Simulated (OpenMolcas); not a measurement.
# What dynamic correlation does to the levels of neutral magnesium

```json
{"Program": "OpenMolcas 26.06", "Basis": "ANO-RCC-VTZP [5s4p2d1f]", "Scalar Hamiltonian": "DKH2, point nucleus", "Active space": "2 electrons in 8 orbitals (3s 3p 4s 4p)", "State averaging": "2S+1 = 3 even, 3 roots; 2S+1 = 1 even, 1 root; 2S+1 = 3 odd, 3 roots; 2S+1 = 1 odd, 3 roots", "Spin-orbit coupling": "state interaction with AMFI integrals over the reference wave functions, term energies averaged over their components"}
```

Methods on the same reference wave functions:
A. CASSCF
B. SS-CASPT2, IPEA 0.25 Eh, imaginary shift 0.1 Eh (closed shells correlated: 2s 2p)
C. XMS-CASPT2, IPEA 0.25 Eh, imaginary shift 0.1 Eh (closed shells correlated: 2s 2p)

Energies in cm-1 above 3s2 1S0, the measured ground level; measured values from NIST Handbook of Basic Atomic Spectroscopic Data.

```tsv
Level	A	B	C	Measured
3s2 1S0	0.0	0.0	0.0	0.0
3s 3p 3P* 0	21927	21762	21669	21850
3s 3p 3P* 1	21943	21778	21685	21870
3s 3p 3P* 2	21975	21809	21717	21911
3s 3p 1P* 1	41049	38195	37858	35051
```

Deviations, from unrounded energies. A percentage is the sum of absolute deviations over the sum of measured energies, with the sign that they share, or ± where signs differ.

```json
{"Against measurement": "mean absolute deviation (cm-1)", "Levels": "4", "A": "1600", "B": "860", "C": "840"}
{"Against measurement": "other configurations (%)", "Levels": "4", "A": "+6.2", "B": "±3.4", "C": "±3.3"}
```

B, C lie about equally close to measurement and A furthest from it. The largest miss of C in the table is 3s 3p 1P* 1, by +2800 cm-1. The ranking rests on the paired levels alone, and a cruder setting can come out closer through cancelling errors.

Between B and C the level of the table that moves most is 3s 3p 1P* 1, by 340 cm-1 (lowest in C, highest in B).

The lowest spin-free term lies below A's lowest term by 0.239 hartree in B, 0.239 hartree in C.

Active for correlation alone: 4p 4s; no level in the range computed is led by a configuration that fills them, so any true level of that kind is missing. Without dynamic correlation excited terms often stand tens of per cent too high (terms of higher spin than the ground term too low), and those without a measured partner can miss by more than the paired ones (holds for A). Computed and measured levels are paired by configuration, term and J; levels that our copy of the source lacks, or whose pairing is in doubt (as where it misses far off the trend of its configuration), stay unpaired and out of the deviations. Only configurations of the active space appear. Levels that lie high or do not pair safely by name in every column are left out.

* marks odd parity.
